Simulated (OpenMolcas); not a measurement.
## Ru4+: moving or changing the point charges

Ru4+ among 5 point charges of -2 e arranged as a trigonal bipyramid (D3h), 2.08 Å from the ion, with the axial distance 2.038 Å.

```
Program             : OpenMolcas
Method              : CASSCF
Basis               : ANO-RCC-VDZP [6s5p3d1f]
Scalar Hamiltonian  : DKH2, point nucleus
Active space        : 4 electrons in 5 orbitals (4d)
State averaging     : 2S+1 = 5 even, 5 roots; 2S+1 = 3 even, 45 roots; 2S+1 = 1 even, 50 roots
Spin-orbit coupling : RASSI with atomic mean-field integrals over the reference wave functions
```

Runs around this geometry, states (labels of D3, the rotations of D3h). Energies in cm-1 above the lowest state or level, χT in cm3 K/mol.

```tsv
R (Å)	q (e)	Axial / equatorial distance	Ground state	First state of that spin	First gap with spin-orbit (degeneracies)	χT at 300 K	First state of another spin
2.08	-2	0.9	5A1	5E 9635	77.1 (1, 2)	2.464	3E 20610
2.08	-1.6	0.98	5A1	5E 5686	113.0 (1, 2)	2.094	3A2 20359
1.91	-2	0.98	5A1	5E 10119	75.6 (1, 2)	2.487	3A2 20292
2.08	-2	0.98	5A1	5E 7010	97.0 (1, 2)	2.258	3A2 20476
2.3	-2	0.98	5A1	5E 4525	132.0 (1, 2)	1.897	3E 20441
```

Taking the first state of the same spin as R^-n, n = -ln(4525 / 10119) / ln(2.3 / 1.91) = 4.3 between the shortest and longest distance.

Scaling the charges by -1.6 / -2 = 0.80 scales the first state of the same spin by 5686 / 7010 = 0.81; with fixed orbitals a first-order splitting would follow the charge.

Without dynamic correlation the repulsion within the d shell is too large (B by tens of per cent), so at a given field states of lower spin stand too high. Point charges give a weaker field than real ligands, and real ions of this kind are as a rule low spin; the high spin found here belongs to the model. This is an electrostatic model: the charges have no orbitals. An unlabelled pair can be two single states that coincide in this model. No measured value stands beside these numbers.
